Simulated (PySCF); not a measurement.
Species: C7H7NO.
Bonds: C1–C2, C2–O3 (double), C2–C4, C4–C5 (aromatic), C5–C6 (aromatic), C6–C7 (aromatic), C7–C8 (aromatic), C8–N9 (aromatic), C4–N9 (aromatic). Hydrogens: H10, H11, H12 on C1; H13 on C5; H14 on C6; H15 on C7; H16 on C8.

All values: wB97X-D/pcSseg-2 (PySCF, non-relativistic), on one gas-phase PBE0-D3(BJ)/def2-TZVP geometry that isn't relaxed in the solvent. The solvent is an IEF-PCM continuum (van der Waals radii × 1.2). The model holds no explicit solvent molecules, cavitation or dispersion.

Gas phase at wB97X-D/pcSseg-2: HOMO -9.14 eV, LUMO -0.16 eV, dipole 3.19 D.

Q: What does the continuum do to the energy, the frontier levels and the dipole at wB97X-D/pcSseg-2 in chloroform?

A: 
| solvent | ε | E(solvent) − E(gas) (kcal/mol) | polarisation term (kcal/mol) | distortion of the solute (kcal/mol) | HOMO (eV) | LUMO (eV) | dipole (D) |
| --- | --- | --- | --- | --- | --- | --- | --- |
| chloroform | 4.711 | -4.68 | -5.30 | 0.62 | -9.25 | -0.16 | 3.99 |

Polarisation term: ½ Σ q·V over the induced surface charges. Distortion: the rise of the solute's own energy as its density leaves the gas-phase optimum.

Q: Which radius a makes the point-dipole formula ΔE = −[(ε − 1)/(2ε + 1)]·μ²/a³ give the value in chloroform, with the gas-phase dipole?

A: μ = 1.254 au and |ΔE| = 0.00746 Eh give a = 2.23 Å; the farthest nucleus lies 3.66 Å from the centroid of the nuclei, so such a sphere wouldn't even hold the nuclei. The formula assumes a rigid point dipole at the centre of a sphere.

Time: 2.3 min wall, 5.1 min CPU; peak memory 2.9 GiB. Hardware: an AMD EPYC with 2 threads (shared host). This is the whole shielding run at wB97X-D/pcSseg-2 in chloroform, SCF included.

Conformer computed: `[CH3:1][C:2](=[O:3])[c:4]1[cH:5][cH:6][cH:7][cH:8][n:9]1`: C1–C2–C4–C5 -178°.

The pairwise dispersion term of wB97X-D wasn't added to the energies; at a given geometry it leaves orbitals and properties as they are.
